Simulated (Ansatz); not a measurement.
One change: `NBC(F)F` becomes `FC(F)Cl`.

Ansatz, PBE0-D4/def2-TZVP geometries, multiplicity 1. Each molecule was computed in one conformer, which needn't be the lowest.

```tsv
property	`NBC(F)F`
size of the dipole moment (B3LYP/def2-TZVPP) / D	2.89
HOMO energy (ωB97M-V/def2-TZVPP) / eV	-11.05
ideal-gas entropy at 298 K and 1 bar (rigid rotor, harmonic PBE0-D4/def2-TZVP) / J/(mol·K)	311
HOMO–LUMO gap (B3LYP/def2-TZVPP) / eV	7.94
HOMO energy (PBE0/def2-TZVPP) / eV	-8.65
LUMO energy (PBE0/def2-TZVPP) / eV	-0.26
```

Q: Give the same properties after the change, and the shifts. (An estimate is asked.)

A: Computed: 
| property | `FC(F)Cl` | shift |
| --- | --- | --- |
| size of the dipole moment (B3LYP/def2-TZVPP) / D | 1.41 | -1.48 |
| HOMO energy (ωB97M-V/def2-TZVPP) / eV | -11.93 | -0.88 |
| ideal-gas entropy at 298 K and 1 bar (rigid rotor, harmonic PBE0-D4/def2-TZVP) / J/(mol·K) | 281 | -30 |
| HOMO–LUMO gap (B3LYP/def2-TZVPP) / eV | 9.44 | 1.50 |
| HOMO energy (PBE0/def2-TZVPP) / eV | -9.60 | -0.95 |
| LUMO energy (PBE0/def2-TZVPP) / eV | 0.46 | 0.72 |

With PBE0 the HOMO falls by 0.95 eV and the LUMO rises by 0.72 eV, so the gap widens by about 1.67 eV. PBE moves the HOMO by -1.13 eV and ωB97M-V by -0.88 eV. The zero-point energy changes by -104.6 kJ/mol with -12 modes. Dipoles are sizes alone; their direction can turn.

B3LYP here is the variant with VWN-RPA as its local correlation; programs differ in this.
